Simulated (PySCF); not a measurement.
H3S, charge +1, singlet, geometry from GFN2-xTB. Base run: PBE0/cc-pVDZ (PySCF).

Geometry (Å):
```xyz
4

S      0.1056    -0.0019     0.0461
H     -0.3182     0.9971    -0.7657
H     -0.3508    -0.9805    -0.7728
H     -1.0203     0.0139     0.8003
```
Charge +1, spin multiplicity 1.
All else is at PySCF's defaults.
Base energy -399.52648 Eh.

The base run was repeated with changes; each row names its change, and settings that it needs were set with it.

```json
[
 {"change": "base", "ΔE vs base (µEh)": "0.0", "grid points": "48304", "electrons on the grid": "18.00000"},
 {"change": "grids.becke_scheme = stratmann", "ΔE vs base (µEh)": "-0.9", "grid points": "48304", "electrons on the grid": "18.00000"},
 {"change": "grids.atom_grid = (75, 302)", "ΔE vs base (µEh)": "-0.3", "grid points": "58168", "electrons on the grid": "18.00001"},
 {"change": "grids.atom_grid = (30, 110)", "ΔE vs base (µEh)": "419", "grid points": "9840", "electrons on the grid": "18.00014"},
 {"change": "grids.atom_grid = (50, 194)", "ΔE vs base (µEh)": "13.6", "grid points": "26344", "electrons on the grid": "17.99995"},
 {"change": "grids.level = 5", "ΔE vs base (µEh)": "0.0", "grid points": "113672", "electrons on the grid": "18.00000"},
 {"change": "grids.atom_grid = (150, 974)", "ΔE vs base (µEh)": "0.0", "grid points": "323520", "electrons on the grid": "18.00000"},
 {"change": "grids.level = 4", "ΔE vs base (µEh)": "0.1", "grid points": "75816", "electrons on the grid": "18.00000"},
 {"change": "small_rho_cutoff = 0", "ΔE vs base (µEh)": "0.0", "grid points": "48304", "electrons on the grid": "18.00000"},
 {"change": "grids.level = 2", "ΔE vs base (µEh)": "-0.2", "grid points": "27864", "electrons on the grid": "18.00001"},
 {"change": "grids.radi_method = mura_knowles", "ΔE vs base (µEh)": "0.0", "grid points": "46360", "electrons on the grid": "18.00000"}
]
```
